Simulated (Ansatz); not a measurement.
[TaO3(OH)]2- (TaO₄H²⁻): single points at one geometry.

```yaml
crystal:
  periodic: [false, false, false]
  atoms:
    - {symbol: Ta, position_ang: [0.284467, 0.294057, 0.269428]}
    - {symbol: O, position_ang: [0.079403, 0.271975, 2.093327]}
    - {symbol: O, position_ang: [2.057312, 0.402782, -0.193310]}
    - {symbol: O, position_ang: [-0.701173, 1.634836, -0.509734]}
    - {symbol: O, position_ang: [-0.518958, -1.442283, -0.522262]}
    - {symbol: H, position_ang: [-1.201051, -1.161357, -1.137458]}
basis:
  gaussian: {orbitals: def2-TZVPD, initial_orbitals: start.molden}
total_charge: -2
hamiltonian: {xc: lda}
scf: {omitted_lower_state_checks: [starts]}
output: {orbitals: {seedname: orbitals}}
```

The file start.molden holds the orbitals of an earlier run on this structure, at another level or in another basis.

```sh
$ ansatz run in.yaml --threads 4 --pin off --events-out ev --progress --plain --max-ram 3916MiB
```

Shortened log:

```
Functional definition: SPW92
1153 factors; their error is unknown
mean field evaluation 1: about -9703.7934 eV, gradient 4.7e1 eV
mean field evaluation 2: about -9704.3172 eV, gradient 9.0e-1 eV
mean field evaluation 4: about -9704.3100 eV, gradient 1.9e-1 eV
mean field -9704.31002677 eV, -356.6268156663 hartree, gradient 4.5e-5 eV, S^2 0.000000; 0 other end points of the search recorded, 0 dependent functions left out
reference -9704.31006728 eV, -356.6268171550 hartree; 24, 24 occupied and 188, 188 virtual orbitals, 1153 factors
Total energy: -9704.31006728 eV, -356.6268171550 hartree
Checks for a lower state left out: starts
```

Hardware: 4 threads of Arm Neoverse V1 on a shared host. Wall time 1.3 s.

As the first input, with `hamiltonian: {xc: {name: B2PLYP}}` and without the key `output` (abridged; 6 s):

```
Functional definition: B2PLYP
mean field -9743.92893625 eV, -358.0827837348 hartree, gradient 1.4e-6 eV, S^2 0.000000
4 core orbitals not correlated: weight in the atoms' cores, before any rotation towards them, 1.000 or more for the frozen orbitals, at most 0.000 for the correlated occupied ones
second order -46.96887677 eV of doubles, -0.00000000 eV of singles
Total energy: -9756.61069500 eV, -358.5488297729 hartree
Checks for a lower state left out: starts
```

First input, but with `correlation: {method: mp2}` and without the key `hamiltonian` (abridged; 2.9 s):

```
Functional definition: HF
mean field -9705.24756606 eV, -356.6612695995 hartree, gradient 1.6e-6 eV, S^2 0.000000
4 core orbitals not correlated: weight in the atoms' cores, before any rotation towards them, 1.000 or more for the frozen orbitals, at most 0.000 for the correlated occupied ones
second order -37.78435502 eV of doubles, -0.00000000 eV of singles
Total energy: -9743.03192107 eV, -358.0498190353 hartree
Checks for a lower state left out: starts
```

First input, but with `hamiltonian: {xc: hse06, dispersion: d4}` (abridged; 3.1 s):

```
Functional definition: HSE06
mean field -9754.92097401 eV, -358.4867336719 hartree, gradient 4.7e-5 eV, S^2 0.000000
Total energy: -9755.05860116 eV, -358.4917913765 hartree
Checks for a lower state left out: starts
```

The first input with `hamiltonian: {xc: pbe}`, `correlation: {method: rpa}` and without the key `output` (abridged; 7 s):

```
Functional definition: PBE
mean field -9757.54465308 eV, -358.5831520995 hartree, gradient 4.3e-6 eV, S^2 0.000000
4 core orbitals not correlated: weight in the atoms' cores, before any rotation towards them, 1.000 or more for the frozen orbitals, at most 0.000 for the correlated occupied ones
Total energy: -9756.60507030 eV, -358.5486230691 hartree
Checks for a lower state left out: starts
```

First input, but with `hamiltonian: {xc: r2scan, dispersion: d4}`, `output: {forces: true, orbitals: {seedname: orbitals}}` (abridged; 5 s):

```
Functional definition: r2SCAN
mean field -9761.67583408 eV, -358.7349702011 hartree, gradient 1.7e-5 eV, S^2 0.000000
Total energy: -9761.71683435 eV, -358.7364769330 hartree
Atom 0 force    -0.104303    -0.103818    -0.090142 eV/Å
Atom 1 force    -0.015457    -0.011212     0.174688 eV/Å
Atom 2 force     0.176038     0.000009    -0.041731 eV/Å
Atom 3 force    -0.086733     0.130359    -0.068071 eV/Å
Atom 4 force     0.089920    -0.092374     0.074228 eV/Å
Atom 5 force    -0.059465     0.077035    -0.048972 eV/Å
Dipole moment:    -0.366519    -0.441339    -0.350528 e Å
Checks for a lower state left out: starts
```

The first input with `hamiltonian: {xc: {name: B3LYP}, dispersion: d4}` (abridged; 3.5 s):

```
Functional definition: B3LYP
mean field -9765.27623297 eV, -358.8672824198 hartree, gradient 1.5e-5 eV, S^2 0.000000
Total energy: -9765.55290992 eV, -358.8774501102 hartree
Checks for a lower state left out: starts
```

Geometry: PBE0-D4/def2-SVPD.

In the def2 sets Ta takes a core potential; there is no spin–orbit coupling. B3LYP takes the VWN-RPA correlation. HSE06 is defined as in plane-wave codes, on full-range PBE exchange. Correlated methods freeze 4 core orbitals; core or outer-core shells of Ta are correlated, in sets that lack core-valence functions. A multiply charged anion in the gas phase is held together partly by the finite basis. At LDA (SPW92)/def2-TZVPD, HSE06-D4/def2-TZVPD, r2SCAN-D4/def2-TZVPD, B3LYP-D4/def2-TZVPD the highest occupied level of the charge -2 singlet lies above zero (up to 3.94 eV). The electron is either unbound and held by the finite basis, or the level is raised by self-interaction error. At B2PLYP/def2-TZVPD the test of the restricted singlet for broken spin symmetry was undecided.
